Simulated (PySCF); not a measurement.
Isomers of C3H9F3Si2, one GFN2-xTB conformer each. Single-point energies are computed at PBE0/pcSseg-1 (PySCF, gas phase, no added dispersion term), electronic only.

Question: Rank them by PBE0/pcSseg-1 energy, lowest first (kJ/mol).
A. `[F:1][C:2]([F:3])([F:4])[SiH2:5][CH2:6][CH2:7][SiH3:8]` with C2–Si5–C6–C7 177°, Si5–C6–C7–Si8 179°
B. `CC([SiH3])([SiH3])C(F)(F)F`
C. `[F:1][Si:2]([F:3])([F:4])[CH2:5][CH2:6][CH2:7][SiH3:8]` with Si2–C5–C6–C7 -61°, C5–C6–C7–Si8 -178°
D. `[CH3:1][CH2:2][Si@H:3]([SiH3:4])[C:5]([F:6])([F:7])[F:8]` with C1–C2–Si3–Si4 -62°
E. `[CH3:1][SiH2:2][C@@H:3]([SiH3:4])[C:5]([F:6])([F:7])[F:8]` with C1–Si2–C3–Si4 -49°
F. `[F:1][C:2]([F:3])([F:4])[CH2:5][CH:6]([SiH3:7])[SiH3:8]` with C2–C5–C6–Si7 -56°
G. `[F:1][C:2]([F:3])([F:4])[CH2:5][CH2:6][SiH2:7][SiH3:8]` with C2–C5–C6–Si7 178°, C5–C6–Si7–Si8 -61°
H. `[CH3:1][CH2:2][SiH2:3][SiH2:4][C:5]([F:6])([F:7])[F:8]` with C1–C2–Si3–Si4 61°, C2–Si3–Si4–C5 132°

Answer: C (0.0), E (456.1), G (480.0), F (499.6), D (499.8), H (507.5), B (508.7), A (517.4).

As drawn, the lowest has an Si–F bond, which the highest lacks; the highest has two fluorines on one carbon, which the lowest lacks. Neighbours under 10 kJ/mol apart (FC(F)(F)CC([SiH3])[SiH3] and CC[Si@H]([SiH3])C(F)(F)F; CC[Si@H]([SiH3])C(F)(F)F and CC[SiH2][SiH2]C(F)(F)F; CC[SiH2][SiH2]C(F)(F)F and CC([SiH3])([SiH3])C(F)(F)F; CC([SiH3])([SiH3])C(F)(F)F and FC(F)(F)[SiH2]CC[SiH3]) can change places with a better method, another conformer or zero-point energy. GFN2-xTB itself gives, in the same order: 0.0, 433.2, 469.4, 445.7, 498.6, 500.7, 417.1, 482.8. Both levels put the same isomer lowest; measured from each level's own lowest isomer, the values differ by up to 91.6 kJ/mol (CC([SiH3])([SiH3])C(F)(F)F: 417.1 against 508.7).

Q: Which frontier levels, dipoles and rotational constants go with these structures?

A: 
```csv
SMILES,"HOMO (eV, PBE0/pcSseg-1)",LUMO (eV),dipole (D),"A, B, C (MHz)"
F[Si](F)(F)CCC[SiH3],-8.96,0.39,3.01,"2914, 594.6, 574.1"
C[SiH2][C@@H]([SiH3])C(F)(F)F,-9.19,0.49,2.27,"1604, 1206, 896.1"
FC(F)(F)CC[SiH2][SiH3],-8.70,-0.40,2.12,"2619, 565.4, 518.8"
FC(F)(F)CC([SiH3])[SiH3],-8.74,0.21,1.94,"2073, 861.5, 702.1"
CC[Si@H]([SiH3])C(F)(F)F,-8.76,-0.52,2.89,"1581, 1008, 725.2"
CC[SiH2][SiH2]C(F)(F)F,-8.63,-0.83,3.44,"2850, 630.5, 599.5"
CC([SiH3])([SiH3])C(F)(F)F,-8.85,0.23,2.26,"1531, 1363, 1075"
FC(F)(F)[SiH2]CC[SiH3],-8.36,0.04,2.87,"3386, 486.1, 466.8"
```
